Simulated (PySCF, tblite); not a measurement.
Isomers of C5H14N2Si, one GFN2-xTB conformer each. Single-point energies are computed at PBE0/pcSseg-1 (PySCF, gas phase, no added dispersion term), electronic only.

```csv
SMILES,GFN2-xTB relative energy (kcal/mol)
C=CN([SiH3])[C@@H](C)CN,1.4
CN1CC[C@@H]([SiH3])N1C,9.6
C/C=N\N([SiH3])CCC,0.0
C=CCN(N)[SiH](C)C,36.9
```

Conformers: `[CH2:1]=[CH:2][N:3]([SiH3:4])[C@@H:5]([CH3:6])[CH2:7][NH2:8]` with C1–C2–N3–Si4 7°, C2–N3–C5–C6 -62°, N3–C5–C7–N8 66°, C5–C7–N8–H -58° and -177°; `[CH3:1][N:2]1[CH2:3][CH2:4][C@@H:5]([SiH3:6])[N:7]1[CH3:8]` with C1–N2–C3–C4 135°, N2–C3–C4–C5 -27°, C3–C4–C5–Si6 -85°, C4–C5–N7–C8 92°; `[CH3:1]/[CH:2]=[N:3]\[N:4]([SiH3:5])[CH2:6][CH2:7][CH3:8]` with C2–N3–N4–Si5 -10°, N3–N4–C6–C7 -77°, N4–C6–C7–C8 -69°; `[CH2:1]=[CH:2][CH2:3][N:4]([NH2:5])[SiH:6]([CH3:7])[CH3:8]` with C1–C2–C3–N4 -121°, C2–C3–N4–N5 -79°, C3–N4–Si6–C7 -145°.

Q: What does PBE0/pcSseg-1 give for the same structures?

A: 
```tsv
SMILES	PBE0/pcSseg-1 E (Eh)	PBE0/pcSseg-1 (kcal/mol)	GFN2-xTB (kcal/mol)	point group
C=CN([SiH3])[C@@H](C)CN	-597.39160	0.0	1.4	C1
C=CCN(N)[SiH](C)C	-597.38492	4.2	36.9	C1
C/C=N\N([SiH3])CCC	-597.36988	13.6	0.0	C1
CN1CC[C@@H]([SiH3])N1C	-597.35131	25.3	9.6	C1
```

GFN2-xTB puts C/C=N\N([SiH3])CCC lowest instead; measured from each level's own lowest isomer, the values differ by up to 32.7 kcal/mol (C=CCN(N)[SiH](C)C: 36.9 against 4.2). As drawn, the lowest has an N–H bond and a C=C bond outside aromatic rings, which the highest lacks; the highest has an N–N linkage and an Si–C bond, which the lowest lacks.

Q: Which frontier levels, dipoles and rotational constants go with these structures?

A: 
```tsv
SMILES	HOMO (eV, PBE0/pcSseg-1)	LUMO (eV)	dipole (D)	A, B, C (MHz)
C=CN([SiH3])[C@@H](C)CN	-5.94	0.74	1.29	1882, 1231, 1143
C=CCN(N)[SiH](C)C	-6.20	0.52	1.10	2163, 1149, 907.0
C/C=N\N([SiH3])CCC	-6.12	0.34	1.01	2294, 1122, 928.1
CN1CC[C@@H]([SiH3])N1C	-5.61	0.85	1.04	2104, 1418, 1332
```

Q: What happens when harmonic zero-point energies from GFN2-xTB frequencies are added?

A: 
| SMILES | ZPE (kcal/mol) | electronic (kcal/mol) | with ZPE (kcal/mol) |
| --- | --- | --- | --- |
| C=CN([SiH3])[C@@H](C)CN | 114.0 | 0.0 | 0.0 |
| C=CCN(N)[SiH](C)C | 114.9 | 4.2 | 5.1 |
| C/C=N\N([SiH3])CCC | 114.0 | 13.6 | 13.7 |
| CN1CC[C@@H]([SiH3])N1C | 114.6 | 25.3 | 25.9 |

The zero-point energies span 0.9 kcal/mol. The order is unchanged.
